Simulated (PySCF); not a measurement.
CH₃F₄Nb, SMILES [CH3][Nb]([F])([F])([F])[F], multiplicity 1. Atoms are numbered in the order given.

```xyz
9

Nb     0.0561     0.0492    -0.0397
F      1.3848    -0.4813     1.1748
F     -1.3747     0.5183    -1.1606
F      0.0554     1.7516     0.6894
F      1.0249    -0.6151    -1.4695
C     -1.2646    -1.3284     0.8907
H     -0.7162    -2.0825     1.4741
H     -1.9128    -1.7991     0.1346
H     -1.8975    -0.7268     1.5696
```
Charge 0, spin multiplicity 1.

Geometry optimised at r2SCAN-D4/def2-SVP. The spin state was assumed, not searched. The structure was generated by enumeration; whether it is a known compound was not checked. The def2 effective core potentials stand for the cores of Nb; spin–orbit coupling is left out.

Level of theory: M06-2X/def2-TZVP run with PySCF.

Isolated molecule, no solvent.

```yaml
total_energy: -496.43601 hartree
highest_occupied_level: -10.94 eV
lowest_empty_level: -2.26 eV
orbital_gap: 8.68 eV
dipole_moment: 2.08 D
quadrupole, principal values (traceless, Buckingham form, about the centre of nuclear charge): -8.07, -1.94, 10.01 D·Å
mean_static_polarisability: 51.3 bohr³ (7.60 Å³)
polarisability_principal_values: 45.7, 48.3, 60.0 bohr³
```
